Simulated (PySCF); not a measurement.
A GIAO shielding run with PySCF (density fitting, non-relativistic, gas phase) on SMILES C=C1C=C(SC)O[SiH2]1, C5H8OSSi:

```
$ OMP_NUM_THREADS=1 python probes_run.py task.json out

{"job": {"kind": "nmr", "xc": "PBE0", "basis": "pcSseg-1"}, "charge": 0, "multiplicity": 1}
C     -2.975783     0.873700     0.666657
C     -1.741125     0.412295     0.454328
C     -0.522459     1.150637     0.714687
C      0.589723     0.461309     0.415167
S      2.223749     1.056308     0.607689
C      3.176093    -0.374793     0.020787
O      0.463581    -0.794199    -0.076009
Si    -1.134084    -1.247603    -0.214608
H     -3.152570     1.862545     1.060249
H     -3.845704     0.277260     0.453484
H     -0.503731     2.150602     1.107136
H      2.957096    -1.233389     0.647809
H      2.914225    -0.580722    -1.012315
H      4.222335    -0.098793     0.102414
H     -1.367842    -1.502713    -1.630638
H     -1.311104    -2.403499     0.655674
```

Hardware: 1 thread of an AMD EPYC 9R45 96-Core, shared host. The job also computes population analyses, field gradients, ring-centre shieldings.

**Question.** How large is the calculation?

**Answer.** 76 electrons, 190 basis functions and 1030 auxiliary functions.

**Question.** How long does it take, and how much memory does it need?

**Answer.** 21 s of wall time, with 14 SCF cycles and 5 response iterations; peak memory 0.85 GiB. Times on a shared host scatter by some tens of per cent.
